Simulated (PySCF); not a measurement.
Structure with atom numbers: `[CH3:1][c:2]1[p:3][cH:4][cH:5][c:6]([CH:7]=[O:8])[c:9]1[SiH3:10]`; H(Xn) means a hydrogen on atom n.

- σ from GIAO-PBE0/pcSseg-1
- GFN2-xTB geometry
- code: PySCF 2.14.0 with density-fitted response routines
- gas phase, relativity neglected, equivalent nuclei averaged, a single conformation

Referencing at the same level of theory: 13C (σ = 186.93 ppm) and 1H (σ = 31.72 ppm) and 29Si (σ = 349.16 ppm) vs TMS; 31P (σ = 318.38 ppm) against H3PO4; 17O (σ = 336.08 ppm) vs H2O.

```json
{"atoms": "P3", "nucleus": "31P", "count": "1", "δ (ppm)": "?"}
{"atoms": "C7", "nucleus": "13C", "count": "1", "δ (ppm)": "?"}
{"atoms": "C6", "nucleus": "13C", "count": "1", "δ (ppm)": "?"}
{"atoms": "Si10", "nucleus": "29Si", "count": "1", "δ (ppm)": "-87.8"}
{"atoms": "C1", "nucleus": "13C", "count": "1", "δ (ppm)": "32.5"}
{"atoms": "O8", "nucleus": "17O", "count": "1", "δ (ppm)": "667.7"}
{"atoms": "H(Si10)", "nucleus": "1H", "count": "3", "δ (ppm)": "4.89"}
{"atoms": "H(C4)", "nucleus": "1H", "count": "1", "δ (ppm)": "?"}
{"atoms": "C2", "nucleus": "13C", "count": "1", "δ (ppm)": "187.1"}
{"atoms": "H(C7)", "nucleus": "1H", "count": "1", "δ (ppm)": "10.82"}
{"atoms": "C9", "nucleus": "13C", "count": "1", "δ (ppm)": "?"}
{"atoms": "H(C1)", "nucleus": "1H", "count": "3", "δ (ppm)": "3.15"}
{"atoms": "C4", "nucleus": "13C", "count": "1", "δ (ppm)": "168.4"}
{"atoms": "C5", "nucleus": "13C", "count": "1", "δ (ppm)": "135.0"}
{"atoms": "H(C5)", "nucleus": "1H", "count": "1", "δ (ppm)": "8.86"}
```

Complete the table.

## Answers


- C7: 196.5 ppm, aldehyde carbonyl carbon; low-lying n→π* states of the double bond to the heteroatom give a large paramagnetic term (-258 ppm)
- C6: 143.9 ppm, substituted aromatic carbon
- C9: 143.4 ppm, substituted aromatic carbon
- H(C4): 9.40 ppm, hydrogen on an aromatic CH; it sits in the deshielding region of the aromatic ring current
- P3: 273.8 ppm, phosphorus bonded to 2 C, in a 6-membered ring

Shifts are as computed. Against solution values, carbons near 30 ppm lie about +3 ppm off and those near 130 ppm about +5 ppm. Of 1211 compounds with measured shifts, 218 miss one by over three times the rms of a fit or turn the order of signals round; such compounds aren't used in these exercises. Unscaled 17O shifts of doubly bonded oxygen tend to come out too high, by tens of ppm or more. Experimental scales use liquid or dissolved standards, which lie at an offset from isolated H2O (liquid H2O: subtract about 36 ppm) and H3PO4.
